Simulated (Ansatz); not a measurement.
The pair A = NH3 (SMILES N) (first 4 atoms), B = H4OSi (SMILES O[SiH3]); geometry from B3LYP-D3(BJ)/def2-TZVP.
(charge 0, multiplicity 1):
```xyz
10

N      0.43978    -0.21667     0.10688
H      0.43348     0.73462    -0.24372
H      1.25903    -0.67880    -0.27212
H     -0.37812    -0.68784    -0.26326
O      0.62212    -0.35491     2.92469
Si    -0.54752     0.31972     3.84715
H      0.54387    -0.29902     1.94526
H     -0.68687     1.78283     3.60925
H     -0.17728     0.10190     5.26282
H     -1.88533    -0.28690     3.60444
```

Frozen-core correlation. MP2 and its Hartree–Fock in aug-cc-pV(T+d)Z are density fitted.

The values were computed with Ansatz (Gaussian basis) for Hartree–Fock, density functionals and correlated methods. Values without a source in brackets are computed.

The counterpoise-corrected interaction energy is E(AB) − E(A in the pair's basis) − E(B in the pair's basis). Total energies (hartree):

```
level                              AB  A in the pair's basis  B in the pair's basis
-----------------------  ------------  ---------------------  ---------------------
HF/aug-cc-pV(D+d)Z       -422.3899987            -56.2059038           -366.1743496
MP2/aug-cc-pV(D+d)Z      -422.9119596            -56.4063366           -366.4922512
HF/aug-cc-pV(T+d)Z       -422.4422345            -56.2202803           -366.2120824
MP2/aug-cc-pV(T+d)Z      -423.0733926            -56.4609291           -366.5980683
CCSD(T)/aug-cc-pV(D+d)Z  -422.9686646            -56.4268458           -366.5288138
```

**Question.** Work out the counterpoise-corrected interaction energy at the basis-set limit: extrapolate the MP2 correlation part as X⁻³, take Hartree–Fock from the larger set, and add the CCSD(T) − MP2 difference of aug-cc-pV(D+d)Z.

**Answer.** 
1. Differences (1 hartree = 627.509 kcal/mol): HF/aug-cc-pV(D+d)Z -6.115; MP2/aug-cc-pV(D+d)Z -8.391; HF/aug-cc-pV(T+d)Z -6.195; MP2/aug-cc-pV(T+d)Z -9.033; CCSD(T)/aug-cc-pV(D+d)Z -8.161.
2. Correlation parts, MP2 less HF: -2.276 in aug-cc-pV(D+d)Z (X = 2), -2.838 in aug-cc-pV(T+d)Z (X = 3).
3. Limit (3³·(-2.838) − 2³·(-2.276))/(3³ − 2³) = -3.075; with HF/aug-cc-pV(T+d)Z it gives -9.270.
4. CCSD(T) less MP2 in aug-cc-pV(D+d)Z: 0.230.
Result: -9.04 kcal/mol, against -8.39 at MP2/aug-cc-pV(D+d)Z. It is an estimate of this method's limit, not of the exact value.

Ansatz is a quantum-chemistry and plane-wave program.
